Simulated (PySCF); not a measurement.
Species: [Zn(Cl)2] (charge 0, multiplicity 1).

Question: What charge on the central atom (Mulliken), HOMO and charge on the central atom (meta-Löwdin) does TPSSh-D3(BJ)/def2-TZVP // BP86-D3(BJ)/def2-SVP run with PySCF 2.14.0 give?

Answer: 
* **charge on the central atom (Mulliken)**: 0.62 e
* **HOMO**: -8.39 eV
* **charge on the central atom (meta-Löwdin)**: 1.23 e
